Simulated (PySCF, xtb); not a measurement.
SiCl3I, SMILES Cl[Si](Cl)(Cl)I.

GFN2-xTB in xtb at its own geometry gives an orbital gap of 5.87 eV and a dipole moment of 4.70 D.

The structure is a stationary point at PBE0-D3(BJ)/def2-SVP. The def2 effective core potentials stand for the cores of I; spin–orbit coupling is left out.

Question: What does M06-2X/def2-TZVP (PySCF) give? (Estimate from the structure and the level; the computed values follow.)

Answer: gap 8.66 eV (levels -9.46 and -0.80 eV), dipole 0.50 D.
